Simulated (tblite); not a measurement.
S2, triplet, at a GFN2-xTB geometry; tblite with GFN1-xTB.

Input for tblite:
```
$ tblite run mol.xyz --method gfn1 --charge 0 --spin 2 --etemp 2000 --json tblite.json --no-restart

# file mol.xyz
2

S     -0.00000000    -0.00000000    -0.95002097
S      0.00000000     0.00000000     0.95002097
```

It wrote (shortened):

```
xTB calculator
 | screened Coulomb repulsion
 | Coulomb electrostatics
 |  * isotropic Klopman-Ohno-Mataga-Nishimoto electrostatics
 |  * onsite third-order electrostatics
 | DFT-D3(BJ) dispersion correction

halogen bonding energy    0.0000000000000E+00 Eh
repulsion energy          1.7975600763212E-02 Eh
dispersion energy        -4.3850034100700E-04 Eh
number of electrons       1.2000000000000E+01 e
integral cutoff           1.9487547202114E+01 bohr

------------------------------------------------------------
  cycle        total energy    energy error   density error
------------------------------------------------------------
      1     -7.309264432501  -7.3268015E+00   4.2734559E-02
      2     -7.309264433737  -1.2359056E-09   2.5637715E-02
      3     -7.309264434424  -6.8686834E-10   1.3992193E-05
------------------------------------------------------------

electronic energy        -7.3268015348461E+00 Eh
total energy             -7.3092644344239E+00 Eh

Post processing:
 | Mayer-Wiberg bond orders

[Info] JSON dump of results written to 'tblite.json'
```
